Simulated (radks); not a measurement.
Question: All-electron atom: Xe XI in [Kr] 4d7 5s1 (not the ground configuration). Method: non-relativistic Kohn-Sham, TPSS, spin-polarised, spherical densities, point nucleus; open shells are filled with parallel spins first (spin-orbit coupling, left out, can overturn this in heavy ions); meta-GGA in the generalised Kohn-Sham scheme; relativity is left out, which matters for an element this heavy; computed with a radial shooting solver on a logarithmic mesh with Libxc functionals. Some entries of the table are withheld. Estimate them.

| orbital | occ. | eigenvalue (Ry) | <r> (bohr) | r(max) (bohr) |
|---|---|---|---|---|
| 1s up | 1 | -2435.857 | 0.02813 | 0.01864 |
| 1s down | 1 | -2435.850 | 0.02813 | 0.01864 |
| 2s up | 1 | -381.0044 | 0.1210 | 0.1028 |
| 2s down | 1 | -380.9072 | 0.1209 | 0.1028 |
| 2p up | 3 | -359.1638 | 0.1030 | 0.08038 |
| 2p down | 3 | -359.0894 | 0.1030 | 0.08037 |
| 3s up | 1 | -88.46964 | 0.3196 | 0.2916 |
| 3s down | 1 | -88.43333 | 0.3195 | 0.2917 |
| 3p up | 3 | -79.24027 | 0.3100 | 0.2783 |
| 3p down | 3 | -79.18981 | 0.3099 | 0.2784 |
| 3d up | 5 | -62.18785 | 0.2805 | 0.2264 |
| 3d down | 5 | -62.09660 | 0.2805 | 0.2266 |
| 4s up | 1 | -26.10374 | 0.7275 | 0.6802 |
| 4s down | 1 | -25.77697 | 0.7274 | 0.6796 |
| 4p up | 3 | -22.73658 | 0.7504 | 0.6938 |
| 4p down | 3 | -22.40896 | 0.7505 | 0.6932 |
| 4d up | 5 | -16.88951 | 0.8048 | 0.7200 |
| 4d down | 2 | -16.56374 | 0.8055 | 0.7195 |
| 5s up | 1 | -10.95241 | 1.487 | (1) |
| 5s down | 0 | -10.71500 | 1.496 | (2) |
| 5p up | 0 | -9.77279 | 1.575 | 1.518 |
| 5p down | 0 | -9.55218 | 1.584 | 1.531 |
| 6s up | 0 | -6.11465 | 2.548 | 2.606 |

Answer: 
(1) 5s up r(max) (bohr): 1.437
(2) 5s down r(max) (bohr): 1.448
